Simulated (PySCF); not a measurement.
Xe(36+) (xenon, charge +36): Hartree-Fock from Schrödinger to Dirac-Coulomb-Breit

Occupied: 1s1/2, 2s1/2, 2p1/2, 2p3/2, 3s1/2, 3p1/2, 3p3/2. Hartree-Fock calculated with PySCF 2.14 in an uncontracted even-tempered set (17 s from 3 bohr⁻², ratio 2.7; 13 p from 3.7 bohr⁻², ratio 2.7), Gaussian nucleus throughout. NR is non-relativistic, sf-X2C the spin-free one-electron X2C Hamiltonian, X2C adds the bare one-electron spin-orbit term, X2C-SNSO screens it by Boettger's factors, DC is four-component Dirac-Coulomb, and the Gaunt and Breit terms are added at first order (total energies over the DC spinors, levels after relaxing the spinors in that mean field). QED terms are absent. Levels marked empty are virtual spinors of this ion; the basis has s and p functions only, so 3d, which can lie below the n = 4 levels, is absent.

| Hamiltonian | E (hartree) | E − E(DC) (hartree) | CPU seconds |
| --- | --- | --- | --- |
| NR | -6212.3548 | 212.2906 | 0.24 |
| sf-X2C | -6420.3037 | 4.3417 | 0.18 |
| X2C | -6422.9057 | 1.7396 | 0.18 |
| X2C-SNSO | -6422.7095 | 1.9358 | 0.18 |
| DC | -6424.6454 | 0.0000 | 7.8 |
| DC+Gaunt | -6418.7523 | 5.8931 | 13 |
| DC+Breit | -6419.3257 | 5.3197 | 38 |

```tsv
level (eV)	NR	sf-X2C	X2C	X2C-SNSO	DC	DC+Gaunt	DC+Breit
1s1/2	-35277.8	-36702.8	-36699.0	-36699.3	-36731.4	-36642.3	-36648.8
2s1/2	-7047.8	-7423.7	-7422.6	-7422.7	-7426.5	-7417.5	-7418.2
2p1/2	-6750.1	-6862.2	-7102.2	-7092.5	-7093.9	-7079.1	-7080.6
2p3/2	-6750.1	-6862.2	-6755.2	-6759.1	-6762.2	-6751.7	-6753.2
3s1/2	-2663.5	-2769.9	-2769.6	-2769.6	-2770.5	-2768.5	-2768.7
3p1/2	-2541.3	-2581.7	-2638.9	-2636.6	-2636.9	-2633.5	-2633.9
3p3/2	-2541.3	-2581.7	-2556.0	-2556.9	-2557.5	-2555.1	-2555.6
4s1/2 (empty)	-1315.2	-1354.2	-1354.1	-1354.1	-1354.4	-1353.7	-1353.8
4p1/2 (empty)	-1272.2	-1289.0	-1308.7	-1307.9	-1308.0	-1306.8	-1306.9
4p3/2 (empty)	-1272.2	-1289.0	-1280.1	-1280.4	-1280.6	-1279.8	-1280.0
```

```csv
interval (eV),X2C,X2C-SNSO,DC,DC+Gaunt,DC+Breit
2p3/2 − 2p1/2,346.9,333.4,331.7,327.4,327.4
3p3/2 − 3p1/2,82.89,79.67,79.34,78.33,78.33
4p3/2 − 4p1/2,28.54,27.43,27.34,26.98,26.98
```

Weight of the small component: 1s1/2 0.0396, 2s1/2 0.00871, 2p1/2 0.00866, 2p3/2 0.00824, 3s1/2 0.00312, 3p1/2 0.00305, 3p3/2 0.00294, 4s1/2 0.00138, 4p1/2 0.00138, 4p3/2 0.00133.

Koopmans' value for the highest occupied level at DC+Breit: 2555.6 eV, against an ionisation energy of 2556 ± 5 eV (theoretical estimate listed by NIST; NIST Atomic Spectra Database, ionization energies); the former lacks relaxation, correlation, QED and recoil.

The whole ladder took 61 s of wall time on 1 thread of Neoverse-V2 (shared host), launched as `OMP_NUM_THREADS=1 python relrun2.py TASK.json OUT` (a driver that calls PySCF for each Hamiltonian).

Dirac-Coulomb iterations, started from the X2C spinors:

```
with_ssss True, with_gaunt False, with_breit False
light speed = 137.03599967994
init E= -6404.61862198579
cycle= 1 E= -6424.64474567533  delta_E=  -20  |g|=  1.3  |ddm|= 0.115
cycle= 2 E= -6424.64537502636  delta_E= -0.000629  |g|= 0.0236  |ddm|= 0.0121
cycle= 3 E= -6424.64537681938  delta_E= -1.79e-06  |g|= 0.00124  |ddm|= 0.00101
cycle= 4 E= -6424.6453768249  delta_E= -5.52e-09  |g|= 5.96e-06  |ddm|= 5.1e-05
```
